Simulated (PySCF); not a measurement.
C₇H₉BO, SMILES Bc1ccc(OC)cc1, GFN2-xTB optimised geometry.

```
18

B     -1.43    -2.88     0.00
C     -0.62    -1.57     0.00
C     -1.23    -0.31     0.00
C     -0.52     0.87     0.00
C      0.87     0.84     0.00
O      1.68     1.93     0.00
C      1.10     3.21    -0.01
C      1.52    -0.40     0.00
C      0.79    -1.57     0.00
H     -0.88    -3.91     0.00
H     -2.60    -2.84     0.00
H     -2.31    -0.26     0.00
H     -1.05     1.81     0.00
H      1.93     3.91    -0.01
H      0.48     3.37     0.88
H      0.49     3.36    -0.90
H      2.60    -0.41     0.00
H      1.31    -2.52     0.00
```

Density from CAM-B3LYP/def2-SVP run with PySCF at that geometry.

Minimum of the electron density along straight lines between bonded atoms, close to the bond critical point (lines longer than 1.1 times the sum of covalent radii, or with two minima, are not listed):

```
bond    length / Å  ρ at the minimum / e bohr⁻³  ∇²ρ there / e bohr⁻⁵  position (fraction from the first atom)
------  ----------  ---------------------------  --------------------  ---------------------------------------
B1–C2        1.538                        0.191                     …                                     0.33
C2–C3        1.401                        0.306                 -0.79                                     0.48
C3–C4        1.381                        0.316                 -0.82                                     0.50
C4–C5        1.393                        0.311                 -0.81                                     0.48
C5–O6        1.357                        0.289                 -0.35                                     0.34
O6–C7        1.407                        0.255                 -0.34                                     0.66
C5–C8        1.398                        0.312                 -0.83                                     0.52
C2–C9        1.406                        0.303                 -0.78                                     0.49
C8–C9        1.374                        0.320                 -0.84                                     0.50
B1–H10       1.170                        0.181                 -0.12                                     0.43
B1–H11       1.170                        0.180                 -0.12                                     0.43
C3–H12       1.081                        0.286                 -1.11                                     0.64
C4–H13       1.079                        0.283                 -1.07                                     0.63
C7–H14       1.089                        0.285                 -1.13                                     0.65
C7–H15       1.095                        0.281                 -1.07                                     0.64
C7–H16       1.095                        0.281                 -1.08                                     0.64
C8–H17       1.079                        0.283                 -1.09                                     0.64
C9–H18       1.080                        0.286                 -1.12                                     0.64
```

Problem. Fill in the missing entries.

Solution. 
- B1–C2, ∇²ρ there / e bohr⁻⁵: -0.09
